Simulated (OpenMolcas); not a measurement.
# 2s2 2p3 along the 7-electron sequence

```json
{
  "Program": "OpenMolcas 26.06",
  "Method": "SS-RASPT2, IPEA 0.25 Eh, imaginary shift 0.1 Eh",
  "Basis": "ANO-RCC-VQZP",
  "Scalar Hamiltonian": "DKH2, point nucleus",
  "Spin-orbit coupling": "RASSI with atomic mean-field integrals over the reference wave functions, term energies averaged over their components"
}
```

Active space for each ion: 3 electrons in 9 orbitals (RAS2 2p; RAS3 3s 3d, at most 1 electron); closed shells correlated by CASPT2: 1s 2s.

Computed levels in cm-1 above 4S* 3/2:

```tsv
Level	O+	F2+	Ne3+
2D* 3/2	27310	34830	41920
2D* 5/2	27310	34840	41940
2P* 1/2	44840	56430	67550
2P* 3/2	44840	56440	67580
weight of 4S* in the lowest level (%)	100	100	100
```

Measured, with the error of the calculation in %. Measured levels: O+ from NIST Handbook of Basic Atomic Spectroscopic Data.

```json
{"Level": "2D* 3/2", "O+": "26831 (+1.8)"}
{"Level": "2D* 5/2", "O+": "26811 (+1.9)"}
{"Level": "2P* 1/2", "O+": "40470 (+10.8)"}
{"Level": "2P* 3/2", "O+": "40468 (+10.8)"}
```

2D* 3/2 changes by a factor of 1.53 over the same range, with steps per unit of Z of +7520, +7090 cm-1.

CASPT2 does not keep the components of a term degenerate, so their means are used; among the terms shown or strongly mixed into the levels shown the widest spread is 140 cm-1 (2s2 2p3 2D*, F2+). With the s shell closed, the reference lacks s² → p² mixing. Computed and measured levels are paired by configuration, term and J; levels that our copy of the source lacks, or whose pairing is in doubt (as where it misses far off the trend of its configuration), stay unpaired and out of the deviations. Levels of configurations outside the active space are missing.

* marks odd parity.
